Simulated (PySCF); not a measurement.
Stepwise substitution at one centre (Sn H-F). Isolated molecules, 0 K electronic values unless said otherwise. Strings in code marks are SMILES.

All values below come from B3LYP-D3(BJ)/def2-TZVP // PBE0-D4/def2-TZVP in PySCF. B3LYP has the VWN-RPA correlation part, as in Gaussian. 

```json
[
 {"species": "0 of 4 H replaced by F (`[SnH4]`)", "dipole moment (D)": "0.00", "HOMO (eV)": "-8.98", "HOMO–LUMO gap (eV)": "9.28"},
 {"species": "1 of 4 H replaced by F (`[F][SnH3]`)", "dipole moment (D)": "2.72", "HOMO (eV)": "-9.17", "HOMO–LUMO gap (eV)": "8.08"},
 {"species": "4 of 4 H replaced by F (`[F][Sn]([F])([F])[F]`)", "dipole moment (D)": "0.00", "HOMO (eV)": "-12.11", "HOMO–LUMO gap (eV)": "8.09"}
]
```
